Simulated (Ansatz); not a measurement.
Cost and result for the atomization energy of `C[CH2][Ge]([CH2]C)([CH2]C)[CH2]C` (29 atoms, 28 bonds).

```csv
atom,x (Å),y (Å),z (Å)
C1,-0.740,0.342,2.816
C2,-0.211,1.110,1.612
Ge3,0.002,0.000,0.000
C4,1.273,-1.459,0.364
C5,2.658,-0.974,0.770
C6,0.681,1.119,-1.469
C7,0.880,0.359,-2.774
C8,-1.738,-0.771,-0.506
C9,-2.802,0.274,-0.813
H10,-1.722,-0.095,2.614
H11,-0.846,0.985,3.695
H12,-0.073,-0.479,3.094
H13,0.760,1.561,1.841
H14,-0.878,1.941,1.363
H15,0.843,-2.093,1.147
H16,1.332,-2.085,-0.532
H17,3.113,-0.358,-0.011
H18,2.621,-0.367,1.678
H19,3.341,-1.806,0.964
H20,1.623,1.571,-1.141
H21,-0.018,1.950,-1.611
H22,-0.057,-0.079,-3.130
H23,1.258,1.007,-3.570
H24,1.594,-0.460,-2.657
H25,-2.066,-1.425,0.308
H26,-1.579,-1.423,-1.370
H27,-2.501,0.921,-1.642
H28,-3.756,-0.184,-1.090
H29,-2.991,0.920,0.048
```

The species carries charge 0 and has multiplicity 1. Correlated methods include outer-core shells of Ge, which these sets cover unevenly. Scalar relativity is left out up to krypton. The geometry is a stationary point of PBE0-D4/def2-TZVP. It is one conformer, not always the lowest. Program: Ansatz. All runs use 4 threads of an AMD EPYC 7R13 on a shared host and a share of an NVIDIA H100 80 GB. Times are those of one run each, without the atoms' runs, and a repeat can differ threefold. Electronic energies, without spin–orbit coupling; frozen cores. CCSD(T)/CBS adds CCSD(T) − MP2 in def2-TZVPP to the MP2 limit, and its time is that of the two runs behind it. T1 = 0.009. With those shells the extrapolation isn't a true limit. B3LYP takes the VWN-RPA correlation (the form of Gaussian; ORCA's B3LYP/G). HSE06 is the plane-wave form, built on full-range PBE exchange.

CCSD(T)/CBS is a level of theory with its own doubt, some kJ/mol a heavy atom from the limit and from the frozen cores, so smaller differences don't rank the functionals.

```tsv
level	functions	wall time	atomization (kcal/mol)	difference from CCSD(T)/CBS	per bond
LDA (SPW92)/def2-TZVPP	576	2.9 s	3011.0	335.1	12.0
HSE06-D4/def2-TZVPP	576	3.2 s	2688.0	12.1	0.4
PBE0-D4/def2-TZVPP	576	3.5 s	2686.8	10.9	0.4
B3LYP-D4/def2-TZVPP (with forces)	576	4 s	2672.7	-3.2	-0.1
B97M-V/def2-TZVPP	576	5.5 s	2676.2	0.3	0.0
ωB97X-V/def2-TZVPP	576	5.5 s	2677.5	1.6	0.1
PBE-QIDH/def2-TZVPP	576	5.5 s	2671.7	-4.2	-0.1
CAM-B3LYP-D4/def2-TZVPP	576	6.5 s	2682.9	7.0	0.3
r2SCAN-D4/def2-TZVPP (with forces)	576	6.5 s	2677.5	1.6	0.1
CCSD(T)/def2-SVP	244	6.5 s	2568.9	-107.0	-3.8
MP2/def2-QZVPP	1145	22 s	2672.1	-3.8	-0.1
CCSD(T)/def2-TZVPP	576	3.5 min	2625.6	-50.3	-1.8
CCSD(T)/CBS(def2)	–	3.9 min	2675.9	0.0	0.0
```

Leaving LDA and LC-ωPBE aside and taking each functional with its dispersion term where it has one, the values, not all of them listed here, spread over 86.3 kcal/mol, from BHLYP-D4 to PBE-D4. LDA lies +319.0 kcal/mol from PBE without D4, its usual overbinding. At CCSD(T), def2-SVP lies −106.9 kcal/mol from the extrapolated value and def2-TZVPP −50.2 kcal/mol: correlation converges slowly with the basis, and small sets miss more of it in the bonded molecule than in its fragments. From r2SCAN to r2SCAN0 (25 % exact exchange), in def2-TZVPP and without D4, the atomization energy moves by −19.1 kcal/mol: exact exchange takes away binding that semilocal exchange gives to molecules.
